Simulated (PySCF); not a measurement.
## SMILES Oc1c(C)cccc1, C7H8O

Cartesian coordinates in Å; atom numbers follow the order of the lines, from 1:
```xyz
16

C    -1.871   -0.967   -0.636
C    -0.450   -0.590   -0.334
C     0.611   -1.477   -0.527
C     1.927   -1.117   -0.243
C     2.193    0.160    0.247
C     1.156    1.064    0.449
C    -0.160    0.695    0.161
O    -1.132    1.610    0.375
H    -2.318   -0.313   -1.406
H    -1.936   -1.996   -1.013
H    -2.513   -0.912    0.261
H     0.393   -2.478   -0.912
H     2.738   -1.831   -0.403
H     3.219    0.459    0.475
H     1.339    2.070    0.831
H    -1.984    1.230    0.139
```

The calculation used quadratic response CAM-B3LYP/aug-cc-pVDZ first hyperpolarisability, Taylor convention, gas phase in PySCF. Geometry: PBE0-D3(BJ)/def2-SVP.

(1) Give the tensor of the second harmonic β(−2ω;ω,ω) at 1907 nm in the axes of these coordinates.

## Answers

(1) In au, Taylor convention; rows are the first index (the induced dipole):
|  | xx | yy | zz | xy | xz | yz |
| --- | --- | --- | --- | --- | --- | --- |
| x | -100.5 | -68.5 | -40.0 | +68.3 | +22.3 | -3.9 |
| y | +67.8 | +69.8 | +18.5 | -69.3 | -4.6 | +3.9 |
| z | +22.0 | +4.1 | +5.3 | -4.5 | -39.6 | +18.3 |

Norm of βᵢ = ⅓ Σⱼ (βᵢⱼⱼ + βⱼᵢⱼ + βⱼⱼᵢ): 263.0 au, hyper-Rayleigh value 100.4 au.
